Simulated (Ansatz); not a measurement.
Ansatz (a program for electronic structure) job for CH3BO, SMILES [O+]#C[BH3-], PBE-D3(BJ)/def2-TZVP. 

Ansatz 0.2 input:
```yaml
crystal:
  periodic: [false, false, false]
  atoms:
    - {symbol: B, position_ang: [-0.00000000, -0.00000000, -1.33557350]}
    - {symbol: H, position_ang: [1.01040351, 0.58335674, -1.64302505]}
    - {symbol: H, position_ang: [-1.01040351, 0.58335674, -1.64302505]}
    - {symbol: H, position_ang: [-0.00000000, -1.16671348, -1.64302506]}
    - {symbol: C, position_ang: [0.00000000, 0.00000000, 0.18409639]}
    - {symbol: O, position_ang: [-0.00000000, -0.00000000, 1.31279554]}
basis:
  gaussian:
    orbitals: def2-TZVP
hamiltonian:
  xc: pbe
  dispersion: d3bj
relax: {f_tol: 0.002, max_steps: 200}
```

Log of the run:

```
WARN ansatz: RAYON_NUM_THREADS=1 ignored (pool sized by the plan → 1); use --threads N
Functional definition: PBE
integrals: 0.02 GiB planned
632 factors; their error is unknown
mean field: 0.24 GiB planned
mean field evaluation 1: about -3800.3118 eV, gradient 4.5e1 eV
mean field evaluation 2: about -3798.6885 eV, gradient 4.7e1 eV
mean field evaluation 4: about -3805.5290 eV, gradient 2.7e0 eV
mean field evaluation 8: about -3805.5441 eV, gradient 1.9e-1 eV
mean field evaluation 16: about -3805.5441 eV, gradient 1.9e-5 eV
mean field -3805.54412450 eV, -139.8511670851 hartree, gradient 1.9e-5 eV, S^2 0.000000; 0 other end points of the search recorded, 0 dependent functions left out
the calculation of the forces begins
reference -3805.54415896 eV, -139.8511683513 hartree; 11, 11 occupied and 100, 100 virtual orbitals, 632 factors
relax step   1: F+E_penalty+E_count = -3805.61642720 eV  Δ(F+E_penalty+E_count) = +0.000e0 eV  max|allowed force component| = 1.912e0 eV/Å  Δτ_max = 0.0000 Å  (26 SCF iters, accepted)
these checks for a lower state are left out or cut short: starts, cluster_reference, orbital_swaps, neighbouring_geometries, increment
integrals: 0.02 GiB planned
632 factors; their error is unknown
mean field: 0.24 GiB planned
mean field -3805.55996030 eV, -139.8517490399 hartree, gradient 6.4e-6 eV, S^2 0.000000; 0 other end points of the search recorded, 0 dependent functions left out
the calculation of the forces begins
reference -3805.55999479 eV, -139.8517503075 hartree; 11, 11 occupied and 100, 100 virtual orbitals, 632 factors
relax step   2: F+E_penalty+E_count = -3805.63218777 eV  Δ(F+E_penalty+E_count) = -1.576e-2 eV  max|allowed force component| = 3.007e-1 eV/Å  Δτ_max = 0.0102 Å  (33 SCF iters, accepted)
these checks for a lower state are left out or cut short: starts, cluster_reference, orbital_swaps, neighbouring_geometries, increment
integrals: 0.02 GiB planned
632 factors; their error is unknown
mean field: 0.24 GiB planned
mean field evaluation 32: about -3805.5612 eV, gradient 6.5e-6 eV
mean field -3805.56122289 eV, -139.8517954390 hartree, gradient 6.5e-6 eV, S^2 0.000000; 0 other end points of the search recorded, 0 dependent functions left out
the calculation of the forces begins
reference -3805.56125740 eV, -139.8517967072 hartree; 11, 11 occupied and 100, 100 virtual orbitals, 632 factors
relax step   3: F+E_penalty+E_count = -3805.63350567 eV  Δ(F+E_penalty+E_count) = -1.318e-3 eV  max|allowed force component| = 4.528e-2 eV/Å  Δτ_max = 0.0040 Å  (33 SCF iters, accepted)
these checks for a lower state are left out or cut short: starts, cluster_reference, orbital_swaps, neighbouring_geometries, increment
integrals: 0.02 GiB planned
632 factors; their error is unknown
mean field: 0.24 GiB planned
mean field -3805.56126149 eV, -139.8517968576 hartree, gradient 1.2e-5 eV, S^2 0.000000; 0 other end points of the search recorded, 0 dependent functions left out
the calculation of the forces begins
reference -3805.56129600 eV, -139.8517981258 hartree; 11, 11 occupied and 100, 100 virtual orbitals, 632 factors
relax step   4: F+E_penalty+E_count = -3805.63354729 eV  Δ(F+E_penalty+E_count) = -4.162e-5 eV  max|allowed force component| = 4.921e-3 eV/Å  Δτ_max = 0.0014 Å  (22 SCF iters, accepted)
these checks for a lower state are left out or cut short: starts, cluster_reference, orbital_swaps, neighbouring_geometries, increment
integrals: 0.02 GiB planned
632 factors; their error is unknown
mean field: 0.24 GiB planned
mean field -3805.56126491 eV, -139.8517969834 hartree, gradient 7.4e-6 eV, S^2 0.000000; 0 other end points of the search recorded, 0 dependent functions left out
the calculation of the forces begins
reference -3805.56129942 eV, -139.8517982516 hartree; 11, 11 occupied and 100, 100 virtual orbitals, 632 factors
relax step   5: F+E_penalty+E_count = -3805.63354863 eV  Δ(F+E_penalty+E_count) = -1.339e-6 eV  max|allowed force component| = 4.813e-4 eV/Å  Δτ_max = 0.0003 Å  (20 SCF iters, accepted)
these checks for a lower state are left out or cut short: starts, cluster_reference, orbital_swaps, neighbouring_geometries, increment
integrals: 0.02 GiB planned
632 factors; their error is unknown
mean field: 0.24 GiB planned
mean field -3805.56047070 eV, -139.8517677966 hartree, gradient 6.7e-6 eV, S^2 0.000000; 0 other end points of the search recorded, 0 dependent functions left out
the calculation of the forces begins
reference -3805.56050522 eV, -139.8517690653 hartree; 11, 11 occupied and 100, 100 virtual orbitals, 632 factors
relax step   6: F+E_penalty+E_count = -3805.63275455 eV  Δ(F+E_penalty+E_count) = +7.941e-4 eV  max|allowed force component| = 6.400e-2 eV/Å  Δτ_max = 0.0267 Å  (31 SCF iters, rejected (line search))
relax step   7: F+E_penalty+E_count = -3805.63354863 eV  Δ(F+E_penalty+E_count) = +0.000e0 eV  max|allowed force component| = 4.813e-4 eV/Å  Δτ_max = 0.0000 Å  (20 SCF iters, accepted)
integrals: 0.02 GiB planned
632 factors; their error is unknown
mean field: 0.24 GiB planned
mean field evaluation 64: about -3805.5613 eV, gradient 4.6e-3 eV
mean field -3805.56126491 eV, -139.8517969834 hartree, gradient 5.4e-5 eV, S^2 0.000000; 1 other end points of the search recorded, 0 dependent functions left out
the calculation of the forces begins
reference -3805.56129942 eV, -139.8517982516 hartree; 11, 11 occupied and 100, 100 virtual orbitals, 632 factors
Total energy: -3805.63358314 eV, -139.8544546293 hartree
Atom 0 at     0.000000    -0.000005    -1.327119 Å, force    -0.000000    -0.000000    -0.000114 eV/Å
Atom 1 at     1.016317     0.586771    -1.646148 Å, force    -0.000140    -0.000080     0.000055 eV/Å
Atom 2 at    -1.016317     0.586771    -1.646148 Å, force     0.000140    -0.000080     0.000055 eV/Å
Atom 3 at    -0.000000    -1.173544    -1.646169 Å, force     0.000000     0.000166     0.000050 eV/Å
Atom 4 at    -0.000000    -0.000003     0.177204 Å, force     0.000000    -0.000023     0.000435 eV/Å
Atom 5 at     0.000000     0.000011     1.320622 Å, force    -0.000000     0.000017    -0.000481 eV/Å
Dipole moment:    -0.000000    -0.000001     0.236514 e Å
```

Self-consistency was reached.

Cost: roughly 10 core-seconds.
